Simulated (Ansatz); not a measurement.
Correlation energies of CHClGaNO, SMILES `O=C=[N][GaH][Cl]` by basis set

```xyz
6

O     2.5183    0.9985    0.6923
C     1.5926    0.5675    0.1348
N     0.6762    0.1223   -0.5055
Ga   -1.0551   -0.4323   -0.3562
Cl   -1.8850   -0.3002    1.6031
H    -1.8470   -0.9558   -1.5685
```

The species carries charge 0 and has multiplicity 1. Correlated methods include outer-core shells of Ga, which these sets cover unevenly. Scalar relativity is left out up to krypton. All single points use the PBE0-D4/def2-TZVP geometry. It is one conformer, not always the lowest. Frozen core, restricted reference, the Gaussian-basis code of Ansatz.

| basis | HF (Eh) | MP2 corr. | CCSD corr. | (T) | CCSD(T) total |
| --- | --- | --- | --- | --- | --- |
| def2-SVP | -2550.09171 | -0.79292 | -0.79787 | -0.02899 | -2550.91857 |
| def2-TZVPP | -2550.70025 | -0.96804 | -0.97502 | -0.04662 | -2551.72189 |
| def2-QZVPP | -2550.76046 | -1.27572 | – | – | – |
